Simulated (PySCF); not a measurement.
Structure with atom numbers: `[F:1][c:2]1[n:3][cH:4][cH:5][cH:6][n:7]1`; H(Xn) means a hydrogen on atom n.

Theoretical values (PySCF 2.14.0 with density-fitted response routines): coordinates at the PBE0-D3(BJ)/def2-TZVP level, σ from GIAO-B97-2/pcSseg-2. One conformer, fast rotation and ring inversion assumed for equivalent nuclei, gas phase, relativity neglected.

**Question.** Predict the 2D correlation tables (HSQC, COSY, HMBC).

**Answer.** 

HSQC (one-bond C–H):
```csv
δH,δC
8.81 (H(C4)/H(C6)),168.8 (C4/C6)
7.17 (H(C5)),123.3 (C5)
```

COSY cross peaks (H two or three bonds apart, from the bond graph; peaks can be absent where the dihedral angle is near 90°):
```csv
δH,δH
8.81 (H(C4)/H(C6)),7.17 (H(C5))
```

HMBC (two and three bonds, from the bond graph):
```csv
δH,δC
8.81 (H(C4)/H(C6)),"173.8 (C2), 168.8 (C4/C6), 123.3 (C5)"
7.17 (H(C5)),168.8 (C4/C6)
```

References, each an isolated molecule treated in the same way: TMS for $^{1}$H (σref 31.64), $^{13}$C (σref 185.38).

Shifts are as computed. Against solution values, carbons near 30 ppm lie about +3 ppm off and those near 130 ppm about +7 ppm. Of 1211 compounds with measured shifts, 218 miss one by over three times the rms of a fit or turn the order of signals round; such compounds aren't used in these exercises.
